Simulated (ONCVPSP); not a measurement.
# Which change was made? (C, ONCV)

```
Element                 : C (Z = 6)
Generator               : ONCVPSP 4.0.1
Type                    : optimised norm-conserving Vanderbilt (ONCV)
Functional              : PBE
Relativity              : scalar-relativistic
Frozen core             : [He]
Valence charge          : 4
Reference configuration : 2s1 2p3
Partial waves           : 2s: rc 1.20 bohr, ncon 4, nbas 8, qcut 5.8 1/bohr, local; 2p: rc 3.05 bohr, ncon 3, nbas 8, qcut 4.8 1/bohr, 2 projectors, debl 0.5 Ha
Local potential         : the s channel
Core correction         : polynomial model core, fcfact 0.65
```

Cutoffs, loose and tight: the cutoffs (Ha) at which the residual kinetic energy of the hardest occupied pseudo-wave falls to 1 and 0.1 mHa per electron. They do not see the model core or the augmentation charge, which bear on the density cutoff. Test errors are all-electron minus pseudo excitation energies from the reference, over the configurations 2s2 2p2; 2s2 2p1; 2s2 2p0; 2s0 2p4; variants that change the core or the reference have their own tests.

The base gives: outcome: generated; cutoff, loose: 17 Ha; cutoff, tight: 93 Ha; bound ghosts: none; GHOST(+) flags above zero: none; largest test error (meV): +1927.

(1) After one change the result is: outcome: generated; cutoff, loose: 87 Ha; cutoff, tight: 118 Ha; bound ghosts: none; GHOST(+) flags above zero: none; largest test error (meV): +1937. Which change was it?
A. s: qcut 8.2
B. s: qcut 4
C. s: qcut 4.8

## Answers

(1) B. The others give: s: qcut 4.8 → outcome: generated; cutoff, loose: 46 Ha; cutoff, tight: 112 Ha; bound ghosts: none; GHOST(+) flags above zero: none; largest test error (meV): +1932 | s: qcut 8.2 → outcome: generated; cutoff, loose: 21 Ha; cutoff, tight: 27 Ha; bound ghosts: none; GHOST(+) flags above zero: none; largest test error (meV): +1921.
